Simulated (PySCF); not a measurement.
NO2, SMILES N(=O)[O-], charge -1. Coordinates come from a TPSSh-D3(BJ)/def2-TZVPD optimisation.

All values below come from PySCF with TPSSh-D3(BJ)/def2-TZVPD.

Harmonic wavenumbers (cm⁻¹): 784, 1265, 1318. Rotational constants (GHz): 117.8, 13.76, 12.32; symmetry number 2.

### Question
Work out the zero-point energy and the ideal-gas rigid-rotor harmonic-oscillator thermochemistry at 298.15 K and 1 atm.

### Answer
ZPE = ½ Σ hcν = ½ × 3367 cm⁻¹ = 20.14 kJ/mol. H − E(el) = 30.34 kJ/mol. Entropy in J/(mol K): translation 156.50, rotation 79.23, vibration 1.16, total 236.89. G − E(el) = -40.29 kJ/mol. Cp = 37.37 J/(mol K).
